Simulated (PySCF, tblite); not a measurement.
Isomers of C4H16Si3, one GFN2-xTB conformer each. Single-point energies are computed at PBE0/pcSseg-1 (PySCF, gas phase, no added dispersion term), electronic only.

```
                       SMILES  GFN2-xTB relative energy (kcal/mol)
     CCC[SiH2][Si@H](C)[SiH3]                                 10.5
C[SiH2]C[C@@H]([SiH3])C[SiH3]                                  0.0
```

Conformers: `[CH3:1][CH2:2][CH2:3][SiH2:4][Si@H:5]([CH3:6])[SiH3:7]` with C1–C2–C3–Si4 -179°, C2–C3–Si4–Si5 -175°, C3–Si4–Si5–C6 -178°; `[CH3:1][SiH2:2][CH2:3][C@@H:4]([SiH3:5])[CH2:6][SiH3:7]` with C1–Si2–C3–C4 165°, Si2–C3–C4–Si5 64°, C3–C4–C6–Si7 63°.

What does PBE0/pcSseg-1 give for the same structures?

| SMILES | PBE0/pcSseg-1 E (Eh) | PBE0/pcSseg-1 (kcal/mol) | GFN2-xTB (kcal/mol) | point group |
| --- | --- | --- | --- | --- |
| CCC[SiH2][Si@H](C)[SiH3] | -1029.91753 | 0.0 | 10.5 | C1 |
| C[SiH2]C[C@@H]([SiH3])C[SiH3] | -1029.89788 | 12.3 | 0.0 | C1 |

GFN2-xTB puts C[SiH2]C[C@@H]([SiH3])C[SiH3] lowest instead. As drawn, the lower has an Si–Si bond, which the higher lacks.

Which frontier levels, dipoles and rotational constants go with these structures?

```
                       SMILES  HOMO (eV, PBE0/pcSseg-1)  LUMO (eV)  dipole (D)       A, B, C (MHz)
     CCC[SiH2][Si@H](C)[SiH3]                     -7.77      -0.42        0.40  2152, 576.0, 480.2
C[SiH2]C[C@@H]([SiH3])C[SiH3]                     -7.81       0.45        0.54  1441, 806.4, 544.3
```

What happens when harmonic zero-point energies from GFN2-xTB frequencies are added?

```csv
SMILES,ZPE (kcal/mol),electronic (kcal/mol),with ZPE (kcal/mol)
CCC[SiH2][Si@H](C)[SiH3],111.9,0.0,0.0
C[SiH2]C[C@@H]([SiH3])C[SiH3],108.7,12.3,9.2
```

The zero-point energies span 3.2 kcal/mol. The order is unchanged.
